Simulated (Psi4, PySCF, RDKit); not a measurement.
Internal rotation in SMILES C[Si](C)(C)CC[SiH3]. Scanned: dihedral Si2–C5–C6–Si7; all other coordinates were relaxed at GFN2-xTB. Points at φ and −φ are mirror images. Heavy atoms are numbered in the order of the SMILES C[Si](C)(C)CC[SiH3], hydrogens after them in the order of the atoms that carry them; the mirror image has the same energies with the sign of each dihedral reversed. Each profile is relative to its own lowest point.

| φ / ° | A | B | C |
|---|---|---|---|
| -160 | 0.021 | 0.028 | 0.044 |
| -140 | 0.073 | 0.088 | 0.135 |
| -120 | 0.100 | 0.123 | 0.169 |
| -100 | 0.082 | 0.120 | 0.118 |
| -80 | 0.079 | 0.120 | 0.108 |
| -60 | 0.069 | 0.133 | 0.129 |
| -40 | 0.120 | 0.214 | 0.295 |
| -20 | 0.201 | 0.317 | 0.496 |
| 0 | 0.263 | 0.378 | 0.612 |
| 20 | 0.201 | 0.317 | 0.496 |
| 40 | 0.120 | 0.214 | 0.295 |
| 60 | 0.069 | 0.133 | 0.129 |
| 80 | 0.079 | 0.120 | 0.108 |
| 100 | 0.082 | 0.120 | 0.118 |
| 120 | 0.100 | 0.123 | 0.169 |
| 140 | 0.073 | 0.088 | 0.135 |
| 160 | 0.021 | 0.028 | 0.044 |
| 180 | 0.000 | 0.000 | 0.000 |

Energies in eV.

Problem. Assign the columns to these levels of theory: PBE/def2-SVP // GFN2-xTB run with Psi4; restricted Hartree-Fock/LANL2DZ, with its core potentials past Ne // GFN2-xTB run with PySCF; UFF // GFN2-xTB in RDKit.

Solution. A is PBE/def2-SVP; B is RHF/LANL2DZ; C is UFF.
